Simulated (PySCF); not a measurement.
# Structure from NMR data

Molecular formula: C2HF5. Simulated spectra:

1H NMR (500 MHz, computed): δ 5.81 (m, 1H).

13C{1H} NMR (computed): δ 129.5 (C), 115.6 (CH).

[PySCF 2.14.0 with density-fitted response routines: geometry from PBE0-D3(BJ)/def2-TZVP; NMR shieldings at B97-2/pcSseg-2/GIAO; fast rotation and ring inversion assumed for equivalent nuclei; a single conformation; no relativistic terms; no solvent model]

Shifts are taken against calculated references (same method and geometry level): TMS for 1H (σ = 31.64 ppm), 13C (σ = 185.38 ppm).

Task: Propose a structure and justify it.

Result: 
1. Rings plus π bonds: 0.
2. 2 carbon signals for 2 carbons: no two carbons are equivalent.
3. Carbon types of the structure: 1 × C, 1 × CH, which accounts for all hydrogens.
4. δC 129.5: CF3 carbon; 3 electronegative neighbours deshield it.
5. δC 115.6: sp3 CH bonded to 2 F; 2 electronegative neighbours deshield it.
6. δH 5.81: hydrogen on an sp3 CH bonded to 2 F; its carbon carries F, which withdraws density.

Structure: `FC(F)C(F)(F)F`.

The shifts were computed for this structure.

Splittings by 19F in the carbon and heteronuclear signals aren't shown, as no couplings were computed. Shifts are as computed. Against solution values, carbons near 30 ppm lie about +3 ppm off and those near 130 ppm about +7 ppm. Of 1211 compounds with measured shifts, 218 miss one by over three times the rms of a fit or turn the order of signals round; such compounds aren't used in these exercises.
